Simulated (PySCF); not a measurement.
# Excitation energy of Yb²⁺ by level of theory

Yb²⁺ [Xe] 4f14 (1S) → Yb²⁺ [Xe] 4f13 6s1 (3F), as a difference of total energies. Computed with PySCF 2.14 in ANO-RCC-VTZP, with scalar relativity by spin-free X2C-1e. The calculations carry no spin-orbit coupling.

| method | excitation energy (eV) |
| --- | --- |
| UHF | 1.272 |
| MN15 | 6.901 |
| M06-L | 6.111 |
| LC-wPBE | 5.807 |

The basis was made for the ground configuration and has no added diffuse functions, so the excitation energy can come out too high.
